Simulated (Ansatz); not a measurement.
C8H7F3, SMILES `FC(F)(F)Cc1ccccc1`. Total charge 0; spin multiplicity 1. The structure was optimised at the PBE0-D4/def2-TZVP level. It is one conformer, not always the lowest.

```xyz
18

F    -0.962   -0.891    2.500
C    -1.355   -1.582    1.423
F    -0.429   -2.522    1.195
F    -2.490   -2.217    1.753
C    -1.571   -0.692    0.222
C    -0.336    0.049   -0.198
C    -0.046    1.300    0.336
C     1.104    1.976   -0.038
C     1.979    1.408   -0.951
C     1.698    0.162   -1.489
C     0.547   -0.513   -1.114
H    -2.374   -0.001    0.488
H    -1.938   -1.335   -0.580
H    -0.727    1.746    1.052
H     1.316    2.951    0.385
H     2.878    1.938   -1.245
H     2.376   -0.287   -2.205
H     0.331   -1.489   -1.535
```

(1) What is the dipole moment at r2SCAN/def2-TZVPP? (Estimate.)

(2) And with PBE, B3LYP, ωB97M-V? (Best estimate.)

(3) Give the Mulliken charges with r2SCAN, B3LYP, PBE in def2-TZVPP. (An estimate is asked.)

Results:

(1) Ansatz gave: 2.20 D, with components (0.06, 1.39, -1.71) D in this frame, pointing from negative to positive charge.

(2) The calculation gave: PBE 2.10 D, B3LYP 2.28 D, ωB97M-V 2.27 D.

(3) Computed: 
| atom | r2SCAN | B3LYP | PBE |
| --- | --- | --- | --- |
| F1 | -0.18 | -0.18 | -0.14 |
| C2 | 0.51 | 0.52 | 0.39 |
| F3 | -0.18 | -0.18 | -0.14 |
| F4 | -0.18 | -0.18 | -0.14 |
| C5 | -0.11 | -0.19 | -0.17 |
| C6 | 0.13 | 0.08 | 0.11 |
| C7 | -0.16 | -0.16 | -0.17 |
| C8 | -0.08 | -0.12 | -0.10 |
| C9 | -0.11 | -0.13 | -0.12 |
| C10 | -0.08 | -0.12 | -0.10 |
| C11 | -0.16 | -0.16 | -0.17 |
| H12 | 0.07 | 0.10 | 0.10 |
| H13 | 0.07 | 0.10 | 0.10 |
| H14 | 0.09 | 0.12 | 0.10 |
| H15 | 0.10 | 0.13 | 0.11 |
| H16 | 0.10 | 0.13 | 0.11 |
| H17 | 0.10 | 0.13 | 0.11 |
| H18 | 0.09 | 0.12 | 0.10 |

B3LYP here is the variant with VWN-RPA as its local correlation; programs differ in this.
